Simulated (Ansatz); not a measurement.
Cost and result for the atomization energy of CH5GeO2 (`C[O][GeH][OH]`) radical (9 atoms, 8 bonds).

```
atom    x (Å)    y (Å)    z (Å)
  C1   1.3511   0.1018   0.2426
  O2   0.1863   0.2434   1.0182
 Ge3  -1.4088   0.4899   0.2613
  O4  -1.6007  -0.6524  -1.1002
  H5   2.1729  -0.1543   0.9152
  H6   1.2546  -0.6979  -0.5013
  H7   1.6149   1.0327  -0.2747
  H8  -2.4119   0.0115   1.3446
  H9  -1.1584  -0.3746  -1.9056
```

Charge 0, multiplicity 2. Correlated methods include outer-core shells of Ge, which these sets cover unevenly. Scalar relativity is left out up to krypton. The structure was optimised at the PBE0-D4/def2-TZVP level. It is one conformer, not always the lowest. Program: Ansatz. All runs use 4 threads of a server CPU on a shared host. Times are those of one run each, without the atoms' runs, and a repeat can differ threefold. Electronic energies, without spin–orbit coupling; frozen cores. CCSD(T)/CBS adds CCSD(T) − MP2 in def2-TZVPP to the MP2 limit, and its time is that of the two runs behind it. T1 = 0.015; ⟨S²⟩ of the reference is 0.76. With those shells the extrapolation isn't a true limit. B3LYP takes the VWN-RPA correlation (the form of Gaussian; ORCA's B3LYP/G). HSE06 is the plane-wave form, built on full-range PBE exchange.

CCSD(T)/CBS is a level of theory with its own doubt, some kJ/mol a heavy atom from the limit and from the frozen cores, so smaller differences don't rank the functionals.

| level | functions | wall time |
| --- | --- | --- |
| BLYP-D4/def2-TZVPP | 211 | 2.1 s |
| revPBE-D4/def2-TZVPP | 211 | 2.3 s |
| HSE06-D4/def2-TZVPP | 211 | 3.3 s |
| PBE0-D4/def2-TZVPP | 211 | 3.4 s |
| BHLYP-D4/def2-TZVPP | 211 | 3.6 s |
| B3LYP-D4/def2-TZVPP (with forces) | 211 | 3.8 s |
| CAM-B3LYP-D4/def2-TZVPP | 211 | 4.5 s |
| r2SCANh-D4/def2-TZVPP | 211 | 4.7 s |
| ωB97X-V/def2-TZVPP | 211 | 7.5 s |
| CCSD(T)/def2-SVP | 99 | 13 s |
| MP2/def2-QZVPP | 410 | 19 s |
| CCSD(T)/def2-TZVPP | 211 | 4.3 min |
| CCSD(T)/CBS(def2) | – | 4.6 min |

(1) What atomization energy does each give, and how far from CCSD(T)/CBS? (Best estimate.)

## Answers

(1) Computed: 
| level | atomization (kJ/mol) | difference from CCSD(T)/CBS | per bond |
| --- | --- | --- | --- |
| BLYP-D4/def2-TZVPP | 3104.9 | 4.4 | 0.6 |
| revPBE-D4/def2-TZVPP | 3071.7 | -28.8 | -3.6 |
| HSE06-D4/def2-TZVPP | 3077.5 | -23.0 | -2.9 |
| PBE0-D4/def2-TZVPP | 3074.9 | -25.6 | -3.2 |
| BHLYP-D4/def2-TZVPP | 2965.0 | -135.5 | -16.9 |
| B3LYP-D4/def2-TZVPP (with forces) | 3087.5 | -13.0 | -1.6 |
| CAM-B3LYP-D4/def2-TZVPP | 3108.1 | 7.6 | 0.9 |
| r2SCANh-D4/def2-TZVPP | 3082.1 | -18.4 | -2.3 |
| ωB97X-V/def2-TZVPP | 3102.7 | 2.2 | 0.3 |
| CCSD(T)/def2-SVP | 2888.8 | -211.7 | -26.5 |
| MP2/def2-QZVPP | 3128.5 | 28.0 | 3.5 |
| CCSD(T)/def2-TZVPP | 3023.4 | -77.1 | -9.6 |
| CCSD(T)/CBS(def2) | 3100.5 | 0.0 | 0.0 |

From r2SCAN to r2SCAN0 (25 % exact exchange), in def2-TZVPP and without D4, the atomization energy moves by −76.3 kJ/mol: exact exchange takes away binding that semilocal exchange gives to molecules. The D4 term adds +24.2 kJ/mol with B3LYP and +12.6 kJ/mol with PBE0; it sums over pairs of atoms, weighted by their polarisabilities, and B3LYP, whose exchange is more repulsive, gets the larger term. At CCSD(T), def2-SVP lies −211.7 kJ/mol from the extrapolated value and def2-TZVPP −77.1 kJ/mol: correlation converges slowly with the basis, and small sets miss more of it in the bonded molecule than in its fragments.
